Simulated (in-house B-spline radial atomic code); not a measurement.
Configurations of Co IV (Co3+), with energies counted from [Ar] 3d6. Method: Dirac-Hartree-Fock, average of configuration, Fermi nucleus of rms radius 3.7875 fm. Calculated with a radial B-spline atomic code at the basis-set limit. Energies include first-order Breit, QED and recoil terms.

Occupations are held fixed; configurations that lie above the ionisation limit could autoionise.

```json
{"configuration": "[Ar] 3d5 5f1", "E - E(ref) (eV)": "44.307", "highest orbital": "5f5/2", "its <r> (bohr)": "7.742"}
{"configuration": "[Ar] 3d5 5g1", "E - E(ref) (eV)": "44.394", "highest orbital": "5g9/2", "its <r> (bohr)": "6.872"}
{"configuration": "[Ar] 3d5 7s1", "E - E(ref) (eV)": "45.68", "highest orbital": "7s1/2", "its <r> (bohr)": "11.03"}
{"configuration": "[Ar] 3d5 6g1", "E - E(ref) (eV)": "47.055", "highest orbital": "6g9/2", "its <r> (bohr)": "10.99"}
{"configuration": "[Ar] 3d5 7g1", "E - E(ref) (eV)": "48.66", "highest orbital": "7g9/2", "its <r> (bohr)": "15.87"}
{"configuration": "[Ne] 3s2 3p5 3d7", "E - E(ref) (eV)": "64.104", "highest orbital": "3d5/2", "its <r> (bohr)": "0.9274"}
{"configuration": "[Ne] 3s2 3p5 3d6 5s1", "E - E(ref) (eV)": "98.382", "highest orbital": "5s1/2", "its <r> (bohr)": "4.383"}
{"configuration": "[Ne] 3s2 3p5 3d6 4f1", "E - E(ref) (eV)": "103.51", "highest orbital": "4f5/2", "its <r> (bohr)": "4.406"}
{"configuration": "[Ne] 3s2 3p5 3d6 6s1", "E - E(ref) (eV)": "106.04", "highest orbital": "6s1/2", "its <r> (bohr)": "7.329"}
{"configuration": "[Ne] 3s2 3p5 3d6 7s1", "E - E(ref) (eV)": "109.81", "highest orbital": "7s1/2", "its <r> (bohr)": "11.02"}
{"configuration": "[Ne] 3s2 3p5 3d6 6g1", "E - E(ref) (eV)": "111.19", "highest orbital": "6g9/2", "its <r> (bohr)": "10.99"}
```

Question: Order these further configurations by energy, lowest first.
A. [Ar] 3d5 6f1
B. [Ar] 3d5 4s1
C. [Ar] 3d5 7p1
D. [Ar] 3d5 6p1
E. [Ar] 3d5 5s1

Answer: B (14.278 eV), E (34.271 eV), D (43.246 eV), C (46.417 eV), A (46.996 eV).

Question: How far above the reference does [Ne] 3s2 3p5 3d6 5g1 lie?

Answer: 108.53 eV; its least bound orbital is 5g9/2 with <r> = 6.871 bohr.

Question: How far above the reference does [Ne] 3s2 3p5 3d6 7f1 lie?

Answer: 112.75 eV; its least bound orbital is 7f5/2 with <r> = 16.66 bohr.

Question: How far above the reference does [Ar] 3d5 4f1 lie?

Answer: 39.381 eV; its least bound orbital is 4f5/2 with <r> = 4.414 bohr.

Question: One of these lies 108.4 eV from the reference. Which?
A. [Ar] 3d5 7f1
B. [Ne] 3s2 3p5 3d6 6f1
C. [Ne] 3s2 3p5 3d6 5f1

Answer: C.
